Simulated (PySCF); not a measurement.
# Correlation energy of Ge(26+) (germanium, charge +26)

[He] 2s2 2p2, high-spin 3P determinant. Calculation: PySCF 2.14, in an uncontracted even-tempered set (19 s from 7 bohr⁻², ratio 2.2; 12 p from 9.1 bohr⁻², ratio 2.2; 6 d from 38 bohr⁻², ratio 2.4; 5 f from 56 bohr⁻², ratio 2.4; 4 g from 85 bohr⁻², ratio 2.4); the spin-free X2C one-electron Hamiltonian (Gaussian nucleus). Frozen: nothing; 6 electrons correlated; the 15 highest virtual orbitals of each spin left out.

MP2 pair energies summed by pair of shells (mhartree):

```tsv
pair	energy	share (%)
2s-2p	-66.85	31.4
2s-2s	-62.50	29.3
1s-1s	-42.92	20.1
1s-2p	-18.17	8.5
1s-2s	-13.18	6.2
2p-2p	-9.61	4.5
```

Total MP2 correlation energy: -213.23 mhartree.

At this charge the one-electron X2C treatment keeps the bare 1/r₁₂, with no two-electron picture change or Breit term. That inflates the 1s pair energies well beyond their four-component values; and a scalar Hamiltonian misses the large spin-orbit splitting of the p shells, which matters for ns² → np² pairs.

Spin-orbit coupling is strong in this species, so the high-spin LS determinant is a model state.
